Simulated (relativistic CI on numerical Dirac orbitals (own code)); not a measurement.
**Level scheme of Cr⁺**

These numbers are calculated, not measured: Dirac-Coulomb-Breit CI, orbitals from a KLI potential per configuration, model QED, valence Slater integrals scaled by 0.85, P86 correlation energy added to each configuration (own radial code, finite nucleus).

Configuration list (outside the closed core [Ar]): 3d5, 3d4 4s, 3d4 4p, 3d3 4s 4p, 3d3 4s2, 3d4 5s, 3d4 4d, 3d4 5p, 3d4 6s, 3d4 4f, 3d4 5d, 3d4 6p, 3d4 5f, 3d4 5g, 3d4 6d, 3d3 4s 5s, 3d3 4p2, 3d4 6f. Levels of other configurations are missing.

```tsv
No.	Configuration	Term	J	E (cm⁻¹)	%	Next component (%)	jj configuration (%)
41	3d5	2D	5/2	34264.0	67	18 2F	3d5/2 (34)
42	3d5	2D	3/2	34413.9	87	7 3d4 4s 2D	3d3/2^2 3d5/2^3 (55)
43	3d4 4s	2P	1/2	34496.2	98	1 3d3 4p2 2P	3d3/2^3 3d5/2 4s (32)
44	3d4 4s	2F	7/2	34707.5	69	28 3d5 2F	3d3/2^2 3d5/2^2 4s (24)
45	3d4 4s	2F	5/2	34734.2	67	17 3d5 2D	3d3/2^2 3d5/2^2 4s (31)
46	3d4 4s	2P	3/2	35151.7	97	1 3d3 4p2 2P	3d3/2 3d5/2^3 4s (37)
47	3d5	4F	5/2	35411.1	88	4 2F	3d3/2^2 3d5/2^3 (66)
48	3d5	4F	7/2	35422.3	87	5 2F	3d3/2^3 3d5/2^2 (35)
49	3d5	4F	3/2	35430.9	87	4 2D	3d3/2 3d5/2^4 (37)
50	3d5	4F	9/2	35449.4	91	3 3d4 4s 4F	3d3/2^2 3d5/2^3 (51)
51	3d5	2F	7/2	35658.1	72	22 3d4 4s 2F	3d3/2 3d5/2^4 (32)
52	3d5	2F	5/2	35807.9	69	18 3d4 4s 2F	3d5/2^5 (32)
53	3d4 4s	2G	7/2	36322.3	74	24 3d5 2G	3d3/2^2 3d5/2^2 4s (48)
54	3d4 4s	2G	9/2	36553.5	73	25 3d5 2G	3d3/2 3d5/2^3 4s (43)
55	3d4 4s	2I	13/2	37545.6	99		3d3/2^2 3d5/2^2 4s (57)
56	3d4 4s	2I	11/2	37572.7	98		3d3/2^2 3d5/2^2 4s (55)
57	3d5	2H	9/2	37867.1	90	5 3d4 4s 2G	3d3/2^2 3d5/2^3 (58)
58	3d5	2H	11/2	37915.2	96	2 3d4 4s 2H	3d3/2 3d5/2^4 (52)
59	3d4 4s	2G	9/2	38125.6	82	11 3d5 2G	3d3/2^2 3d5/2^2 4s (45)
60	3d4 4s	4D	7/2	38152.6	98	2 3d5 4D	3d3/2 3d5/2^3 4s (51)
61	3d4 4s	4D	5/2	38193.3	98	1 3d5 4D	3d3/2^2 3d5/2^2 4s (34)
62	3d4 4s	2G	7/2	38200.1	85	12 3d5 2G	3d5/2^4 4s (28)
63	3d4 4s	4D	3/2	38236.1	98	1 3d5 4D	3d3/2^2 3d5/2^2 4s (41)
64	3d4 4s	4D	1/2	38266.6	98	1 3d5 4D	3d3/2 3d5/2^3 4s (51)
65	3d5	2G	7/2	40929.7	63	35 3d4 4s 2G	3d3/2^2 3d5/2^3 (39)
66	3d5	2G	9/2	40996.9	62	36 3d4 4s 2G	3d3/2 3d5/2^4 (25)
67	3d4 4s	2S	1/2	41655.3	79	21 3d5 2S	3d3/2 3d5/2^3 4s (36)
68	3d5	2F	5/2	42747.2	90	9 3d4 4s 2F	3d3/2^2 3d5/2^3 (50)
69	3d5	2F	7/2	42750.0	89	10 3d4 4s 2F	3d3/2^2 3d5/2^3 (35)
70	3d4 4p	6F°	1/2	43379.4	99		3d3/2^2 3d5/2^2 4p1/2 (37)
71	3d4 4s	2D	5/2	43401.1	86	12 3d5 2D	3d3/2 3d5/2^3 4s (40)
72	3d4 4p	6F°	3/2	43453.7	100		3d3/2^3 3d5/2 4p1/2 (30)
73	3d4 4s	2D	3/2	43544.7	87	11 3d5 2D	3d3/2^2 3d5/2^2 4s (39)
74	3d4 4p	6F°	5/2	43576.6	100		3d3/2^2 3d5/2^2 4p1/2 (39)
75	3d4 4p	6F°	7/2	43746.6	100		3d3/2^2 3d5/2^2 4p3/2 (34)
76	3d4 4p	6F°	9/2	43962.1	100		3d3/2 3d5/2^3 4p3/2 (34)
77	3d4 4p	6F°	11/2	44222.0	100		3d3/2 3d5/2^3 4p3/2 (46)
78	3d4 4s	2D	3/2	44838.8	96	2 3d5 2D	3d3/2^2 3d5/2^2 4s (30)
79	3d4 4s	2D	5/2	44934.2	97	2 3d5 2D	3d3/2^2 3d5/2^2 4s (35)
80	3d4 4p	6P°	3/2	44974.4	99	1 4P°	3d3/2^2 3d5/2^2 4p3/2 (36)
81	3d4 4p	6P°	5/2	45068.8	99	1 4P°	3d3/2^2 3d5/2^2 4p3/2 (32)
82	3d4 4p	6P°	7/2	45204.1	100		3d3/2 3d5/2^3 4p1/2 (24)
83	3d4 4p	6D°	1/2	45688.9	68	31 4P°	3d3/2^3 3d5/2 4p1/2 (37)
84	3d4 4p	6D°	3/2	45838.7	81	18 4P°	3d3/2^2 3d5/2^2 4p1/2 (45)
85	3d4 4p	6D°	5/2	46024.6	94	5 4P°	3d3/2 3d5/2^3 4p1/2 (22)
86	3d4 4p	6D°	7/2	46210.5	99	1 3d3 4s 4p 6D°	3d3/2^2 3d5/2^2 4p3/2 (37)
87	3d4 4p	4P°	1/2	46299.7	67	31 6D°	3d3/2^2 3d5/2^2 4p3/2 (42)
88	3d4 4p	6D°	9/2	46395.8	99	1 3d3 4s 4p 6D°	3d3/2 3d5/2^3 4p3/2 (33)
89	3d4 4p	4P°	3/2	46440.5	80	18 6D°	3d3/2^2 3d5/2^2 4p3/2 (45)
90	3d4 4p	4P°	5/2	46705.9	93	5 6D°	3d3/2 3d5/2^3 4p3/2 (41)
91	3d5	2S	1/2	48350.1	79	20 3d4 4s 2S	3d3/2^3 3d5/2^2 (32)
92	3d4 4p	4F°	3/2	48902.0	99	1 3d3 4s 4p 4F°	3d3/2^2 3d5/2^2 4p3/2 (37)
93	3d4 4p	4F°	5/2	48989.9	99	1 3d3 4s 4p 4F°	3d3/2^2 3d5/2^2 4p3/2 (41)
94	3d4 4p	4F°	7/2	49112.2	98	1 3d3 4s 4p 4F°	3d3/2^2 3d5/2^2 4p3/2 (30)
95	3d4 4p	4F°	9/2	49267.9	98	1 3d3 4s 4p 4F°	3d3/2 3d5/2^3 4p3/2 (27)
96	3d3 4s2	4F	3/2	49870.8	91	5 3d3 4p2 4F	3d3/2^3 (33)
97	3d3 4s2	4F	5/2	50077.9	90	5 3d3 4p2 4F	3d3/2^2 3d5/2 (69)
98	3d3 4s2	4F	7/2	50340.5	51	41 3d4 4s 2F	3d3/2 3d5/2^2 (41)
99	3d4 4s	2F	7/2	50383.5	54	39 3d3 4s2 4F	3d3/2 3d5/2^3 4s (33)
100	3d4 4s	2F	5/2	50392.9	95	3 3d5 2F	3d3/2 3d5/2^3 4s (56)
101	3d3 4s2	4F	9/2	50701.6	91	5 3d3 4p2 4F	3d3/2 3d5/2^2 (42)
102	3d5	2D	3/2	51246.3	91	6 3d4 4s 2D	3d3/2^3 3d5/2^2 (34)
103	3d5	2D	5/2	51253.3	91	6 3d4 4s 2D	3d3/2 3d5/2^4 (31)
104	3d4 4p	4D°	1/2	51583.3	96	2 3d3 4s 4p 4D°	3d3/2^2 3d5/2^2 4p3/2 (28)
105	3d4 4p	4D°	3/2	51663.0	96	2 3d3 4s 4p 4D°	3d3/2^2 3d5/2^2 4p3/2 (42)
106	3d4 4p	4D°	5/2	51787.8	96	2 3d3 4s 4p 4D°	3d3/2 3d5/2^3 4p3/2 (32)
107	3d4 4p	4D°	7/2	51947.9	96	2 3d3 4s 4p 4D°	3d3/2 3d5/2^3 4p3/2 (28)
108	3d4 4s	4F	9/2	54943.6	98	1 3d3 4s2 4F	3d3/2^2 3d5/2^2 4s (69)
109	3d4 4s	4F	3/2	54949.4	99	1 3d3 4s2 4F	3d3/2^2 3d5/2^2 4s (59)
110	3d4 4s	4F	5/2	54962.0	98	1 3d3 4s2 4F	3d3/2 3d5/2^3 4s (52)
```

Energies count from the lowest computed level; ° marks odd parity. Filled j subshells are mostly left out of the jj labels.

The mean weight of the leading LS term, summed over parents, in these 70 levels is 89 %, and that of the leading jj configuration (from the same eigenvectors) 40 %, so LS coupling describes them better.

Correlation outside the listed configurations is missing or only estimated: errors of thousands of cm⁻¹ between configurations and terms are usual at this charge. Rates and lifetimes follow the computed energies and can be off by large factors. The fine structure of a lone outer electron comes out too small, for d and f at times inverted, and misplaced configurations move strength between like terms. 44 of the 44 excited levels that our extract of the measured tables holds in this range could be paired (the sources list more); they are missed by 3412 cm⁻¹ on average and 6396 at most, and levels without a partner can miss by more.
